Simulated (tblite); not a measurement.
**Question.** Write Cartesian coordinates for `[SiH3]NN=C1CCCC1` as optimised with GFN2-xTB.

**Answer.** 
```
atom  x, y, z in Å
Si1    3.728   -0.007   -0.401
N2     2.045   -0.411   -0.392
N3     1.146    0.462    0.113
C4    -0.100    0.264    0.023
C5    -0.840   -0.897   -0.611
C6    -2.311   -0.482   -0.542
C7    -2.384    0.426    0.686
C8    -1.089    1.233    0.607
H9     4.002    1.130   -1.286
H10    4.139    0.310    0.965
H11    4.348   -1.231   -0.912
H12    1.671   -1.227   -0.868
H13   -0.510   -1.085   -1.636
H14   -0.663   -1.806   -0.027
H15   -2.575    0.088   -1.435
H16   -2.983   -1.336   -0.471
H17   -2.390   -0.179    1.594
H18   -3.273    1.055    0.686
H19   -0.756    1.620    1.568
H20   -1.209    2.081   -0.073
```

Orientation and origin are arbitrary. Atoms count from 1 in this order. Of the pairs four or more bonds apart, C5···H12 is among the closest relative to their van der Waals radii: 2.55 Å, 88 % of the sum of Bondi's values. The 5-membered ring C4–C5–C6–C7–C8 has internal angles of 103.4° to 109.6°; it is puckered, 0.17 Å rms from its mean plane, widest ring torsion 39°. N2 (silicon-bound nitrogen) is planar (angles 122.9°, 119.9° and 116.6°, sum 359.4°, 0.06 Å off the plane of its three neighbours). N3 (C=N nitrogen) is bent (angle 121.8°).

Bonds between heavy atoms (Å): Si1–N2 1.730, N2–N3 1.352, N3=C4 1.264, C4–C5 1.516, C5–C6 1.530, C6–C7 1.529, C7–C8 1.528, C4–C8 1.503.

Computed geometry: GFN2-xTB, gas phase.

Point group: C1 (no symmetry element, even within 0.4 Å). Its GFN2-xTB frequencies are all real (lowest 24 cm⁻¹). One conformer, not necessarily the lowest (Si1–N2–N3–C4 173°, N3–C4–C5–C6 -174°, C4–C5–C6–C7 -29°, C5–C6–C7–C8 39°, C6–C7–C8–C4 -34°).
